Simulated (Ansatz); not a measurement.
`S[SiH]1CO1` and `O[Si]1(S)CO1` differ in one atom or group.

Ansatz, PBE0-D4/def2-TZVP geometries, multiplicity 1. Each molecule was computed in one conformer, which needn't be the lowest.

| property | `S[SiH]1CO1` |
| --- | --- |
| HOMO energy (PBE/def2-TZVPP) / eV | -6.21 |
| size of the dipole moment (ωB97M-V/def2-TZVPP) / D | 2.01 |
| size of the dipole moment (PBE/def2-TZVPP) / D | 1.77 |
| HOMO–LUMO gap (PBE0/def2-TZVPP) / eV | 7.31 |
| size of the dipole moment (B3LYP/def2-TZVPP) / D | 1.98 |
| HOMO–LUMO gap (B3LYP/def2-TZVPP) / eV | 6.86 |

Problem. What does the change do to each property? (An estimate is asked.)

Solution. Ansatz gave: 
```csv
property,`O[Si]1(S)CO1`,shift
HOMO energy (PBE/def2-TZVPP) / eV,-6.09,0.12
size of the dipole moment (ωB97M-V/def2-TZVPP) / D,1.57,-0.44
size of the dipole moment (PBE/def2-TZVPP) / D,1.46,-0.31
HOMO–LUMO gap (PBE0/def2-TZVPP) / eV,7.53,0.22
size of the dipole moment (B3LYP/def2-TZVPP) / D,1.57,-0.41
HOMO–LUMO gap (B3LYP/def2-TZVPP) / eV,6.97,0.11
```

With PBE0 the HOMO rises by 0.08 eV and the LUMO rises by 0.30 eV, so the gap widens by about 0.22 eV. PBE moves the HOMO by 0.12 eV and ωB97M-V by 0.07 eV. Dipoles are sizes alone; their direction can turn.

B3LYP here is the variant with VWN-RPA as its local correlation; programs differ in this.
